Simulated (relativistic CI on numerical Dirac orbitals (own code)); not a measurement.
# Line list: Electric-dipole lines, Ba VI

Method of calculation: Dirac-Coulomb-Breit CI, KLI orbitals optimised for each configuration, a model potential for QED, valence Slater integrals scaled by 0.85, P86 correlation energy added to each configuration (own radial code, finite nucleus).

Configuration list (outside the closed core [Kr] 4d10): 5s²5p³, 5s5p⁴, 5s²5p²5d, 5p⁵, 5s²5p²4f, 5s5p³5d, 5s²5p²5f, 5s²5p²6s, 5s²5p²5g, 5s²5p4f5d, 5s²5p²6p, 5s5p³4f, 5s5p³5f, 5p⁴4f, 5s5p²4f², 5s5p³5g, 5s²5p²6d, 5p⁴5d, 5s²5p²7s, 5s²5p5d5f, 5s5p²5d², 5s5p³6s, 5s²5p²7p, 5s²5p4f6s, 5s²5p4f5g, 5s5p²5d6s, 5s5p³6p, 5s²5p²6f, 5s²5p4f², 5s²4f²5d, 5s²4f³, 5s5p4f²5d, 5s²4f²5f, 5s²4f²6s, 5s²5p5d², 5s²5d³, 5s²4f5d², 5s5p5d³, 5s²5d²5f, 5s²5d²6s, 5p³4f², 5p²4f²5d, 5p²4f³, 5p²4f²5f, 5p²4f²6s, 5s²5p5f², 5s²5d5f², 5s²4f5f², 5s5p5d5f², 5s²5f³, 5s²5f²6s. Double excitations out of closed p, d and f shells are left out; levels of such configurations are missing from the list, as are those of other unlisted configurations, and high levels can miss mixing partners. These lack a partner that the ground configuration has and come out too high: 5s²5p²5g, 5s²5p²6p, 5s5p³4f, 5s5p³5f, 5s5p³5g.

| λ vac (nm) | Lower | Upper | A (s⁻¹) | gf | Branching (%) |
| --- | --- | --- | --- | --- | --- |
| 42.581 | 5s5p⁴ ⁴P5/2 [6] | 5s5p³5d ⁴D°7/2 [276] | 2.12e+10 | 4.62e+00 | 93.6 |
| 43.970 | 5s5p⁴ ⁴P3/2 [7] | 5s5p³5d ⁴D°5/2 [293] | 1.89e+10 | 3.29e+00 | 74.1 |
| 44.578 | 5s²5p³ ²P°1/2 [4] | 5s²5p²5d ²D3/2 [71] | 2.70e+10 | 3.22e+00 | 65.7 |
| 44.735 | 5s²5p³ ²D°3/2 [2] | 5s²5p²5d ²F5/2 [65] | 2.58e+10 | 4.64e+00 | 57.5 |
| 44.808 | 5s5p⁴ ⁴P5/2 [6] | 5s5p³5d ⁴D°7/2 [228] | 2.06e+10 | 4.96e+00 | 94.4 |
| 44.856 | 5s²5p³ ²D°5/2 [3] | 5s²5p²5d ²F7/2 [67] | 5.31e+10 | 1.28e+01 | 99.9 |
| 44.962 | 5s²5p³ ²D°3/2 [2] | 5s²5p²5d ²D3/2 [64] | 3.12e+10 | 3.78e+00 | 72.8 |
| 44.967 | 5s²5p³ ⁴S°3/2 [1] | 5s²5p²5d ⁴P1/2 [58] | 4.26e+10 | 2.58e+00 | 98.6 |
| 45.228 | 5s²5p³ ⁴S°3/2 [1] | 5s²5p²5d ⁴P3/2 [57] | 2.60e+10 | 3.19e+00 | 73.0 |
| 45.727 | 5s²5p³ ⁴S°3/2 [1] | 5s²5p²5d ⁴P5/2 [55] | 3.85e+10 | 7.24e+00 | 88.4 |
| 46.016 | 5s²5p²4f ⁴G°7/2 [10] | 5s²5p4f5d ⁴H9/2 [334] | 1.85e+10 | 5.87e+00 | 52.8 |
| 46.034 | 5s²5p³ ²D°5/2 [3] | 5s²5p²5d ²F5/2 [65] | 1.82e+10 | 3.46e+00 | 40.5 |
| 46.131 | 5s²5p²4f ⁴G°7/2 [13] | 5s²5p4f5d ²H9/2 [369] | 2.21e+10 | 7.06e+00 | 54.5 |
| 46.390 | 5s²5p²4f ⁴G°9/2 [15] | 5s²5p4f5d ⁴H11/2 [371] | 1.83e+10 | 7.07e+00 | 47.7 |
| 46.530 | 5s²5p³ ²D°3/2 [2] | 5s²5p²5d ²D5/2 [61] | 2.15e+10 | 4.18e+00 | 52.8 |
| 47.088 | 5s²5p²4f ⁴G°11/2 [20] | 5s²5p4f5d ²I13/2 [388] | 1.75e+10 | 8.16e+00 | 91.7 |
| 47.326 | 5s²5p²4f ²G°9/2 [19] | 5s²5p4f5d ⁴H11/2 [371] | 1.43e+10 | 5.78e+00 | 37.5 |
| 47.524 | 5s²5p²4f ⁴G°11/2 [20] | 5s²5p4f5d ⁴G11/2 [376] | 2.16e+10 | 8.77e+00 | 53.2 |
| 47.938 | 5s²5p³ ²D°5/2 [3] | 5s²5p²5d ²D5/2 [61] | 1.26e+10 | 2.61e+00 | 31.1 |
| 47.995 | 5s²5p²4f ⁴G°11/2 [20] | 5s²5p4f5d ²I13/2 [365] | 1.95e+10 | 9.43e+00 | 98.3 |

Terms are leading LS components. Brackets give the number of a level in order of energy, since labels repeat. The list gives strong lines, with weight on those to low levels, without lines whose two gauges differ by over a factor of 2.5, among the lowest 400 of 10044 levels, so that lines to higher ones, which can be the strongest, are missing, and without 3 lines that miss the measured interval by over 7 %, start from a term whose rates miss tabulated ones by over 60 %, have gauges far apart or, lacking measured levels, span too small a gap for the errors found; lines with a level outside our table were not tested and can miss by more. Levels whose partners in the same complex of configurations lie outside the list can be far off, and so can their lines. Rates are taken at the computed energies, electric ones in the length gauge.

At this charge configurations can still be misplaced by up to about 7 % of their energy. Levels and lines within the n = 5 or 6 shells can be off by up to 10 % or somewhat more, and those that change n by about 2 %, since core polarisation is missing. 24 of the 46 excited levels that our extract of the measured tables holds in this range could be paired (the sources list more); they are missed by 3453 cm⁻¹ on average and 17548 at most, and levels without a partner can miss by more. The lowest levels of unpaired configurations miss by -446 (5s 5p4). Levels that differ in their count of f electrons can be misplaced by several ten thousand cm⁻¹, since the correlation energy of f electrons is missing or only estimated; rates across such gaps can be off by orders of magnitude.

LS names give the leading component of a level, which can be under half, so a name can repeat, a term be missing and a line seem to break the LS rules.
